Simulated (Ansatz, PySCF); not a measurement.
Species: CF2I, charge 1, multiplicity 1. 
Coordinates optimised at B3LYP-D3(BJ)/def2-TZVP (Ansatz, a quantum-chemistry and plane-wave program):
```
C
F 1 1.2608
F 1 1.2608 2 114.10
I 1 2.0027 2 122.95 3 180.00
```
Charge +1, spin multiplicity 1.

Total electronic energies in hartree. Cores are frozen in the correlated levels unless marked. Spin-orbit coupling is left out. Frozen are the shells of the preceding noble gas and the d and f shells that filled before the atom's block. Past Kr the def2 sets carry scalar-relativistic core potentials. CBS marks a two-point X^-3 extrapolation of the correlation energy; Hartree-Fock from the larger set. [CCSD(T)-MP2]/basis is that difference in the basis named.

```tsv
level	program	energy (Eh)
HF/def2-TZVPP	Ansatz	-533.15229
RI-HF/def2-QZVPPD	Ansatz	-533.16439
PBE-D4/def2-TZVPD	Ansatz + dftd4	-535.00849
BLYP-D3(BJ)/def2-TZVPD	Ansatz + dftd3	-535.17828
BLYP-D4/def2-TZVPD	Ansatz + dftd4	-535.17843
revPBE-D3(BJ)/def2-TZVPD	Ansatz + dftd3	-535.21988
r2SCAN-D3(BJ)/def2-TZVPD	Ansatz + dftd3	-535.25541
BHLYP-D4/def2-TZVPD	Ansatz + dftd4	(withheld)
TPSSh-D4/def2-TZVPD	PySCF + dftd4	-535.14646
TPSSh/def2-TZVPD	PySCF	-535.14326
r2SCAN0-D4/def2-TZVPD	Ansatz + dftd4	-535.18804
M06-2X/def2-TZVPD	PySCF	-535.06874
HSE06-D3(BJ)/def2-TZVPD	Ansatz + dftd3	-535.00816
CAM-B3LYP-D4/def2-TZVPD	Ansatz + dftd4	-535.17432
B2PLYP-D3(BJ)/def2-TZVPD	Ansatz + dftd3	-534.83044
B2PLYP-D4/def2-TZVPD	Ansatz + dftd4	-534.82987
B2PLYP/def2-TZVPD	Ansatz	-534.82805
SCS-MP2/def2-TZVPPD	Ansatz	-533.90484
CCSD/def2-SVPD	Ansatz	-533.47449
CCSD(T)/def2-SVP	Ansatz	-533.45328
CCSD(T)/def2-TZVPP	Ansatz	-533.96626
RI-MP2/CBS(def2-TZVPPD,def2-QZVPPD)+[CCSD(T)-MP2]/def2-SVPD	Ansatz	-534.0949
RI-MP2/CBS(def2-TZVPPD,def2-QZVPPD)+[CCSD(T)-MP2]/def2-TZVPPD	Ansatz	-534.1043
```

Task: What belongs in the gaps?

Result: 
- BHLYP-D4/def2-TZVPD, energy (Eh): -535.08807
